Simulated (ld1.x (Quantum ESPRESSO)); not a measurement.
**Configuration tests for zirconium (Zr) (TM)**

| Item | Value |
| --- | --- |
| Element | zirconium |
| Generator | ld1.x (Quantum ESPRESSO) 7.5 |
| Type | norm-conserving Troullier–Martins (Kleinman–Bylander form) |
| Functional | BP86 |
| Relativity | scalar-relativistic |
| Frozen core | [Kr] |
| Valence charge | 4 |
| Reference configuration | 4d2 5s2 5p0 |
| Partial waves | 5p (bound, empty): rc 3.20 bohr; 4d (bound): rc 2.95 bohr; 5s (bound): rc 2.35 bohr |
| Local potential | the s channel |
| Core correction | Bessel-smoothed model core inside 2.05 bohr |

Energies are relative to the spin-unpolarised reference configuration 4d2 5s2 5p0; without spin polarisation the order of configurations can differ from experiment. The frozen-core shift is the all-electron ΔE with the core orbitals held at their reference shape minus the fully relaxed ΔE.

```csv
valence configuration,charge,ΔE all-electron (eV),error AE − PS (meV),frozen-core shift (meV)
4d2 5s1 5p0,+1,7.314,-1.9,+2.8
4d2 5s0 5p0,+2,20.416,-37,+23
4d1 5s0 5p0,+3,43.095,-327,+386
4d1 5s2 5p0,+1,7.788,-8.7,+95
4d1 5s2 5p1,0,3.022,-64,+85
```

Question: What are ΔE and the potential's error for 4d2 5s0 5p1?

Answer: ΔE = 11.073 eV all-electron; the error (AE − PS) is -13 meV.

Question: What are ΔE and the potential's error for 4d2.5 5s1.5 5p0?

Answer: ΔE = 0.527 eV all-electron; the error (AE − PS) is -11 meV.
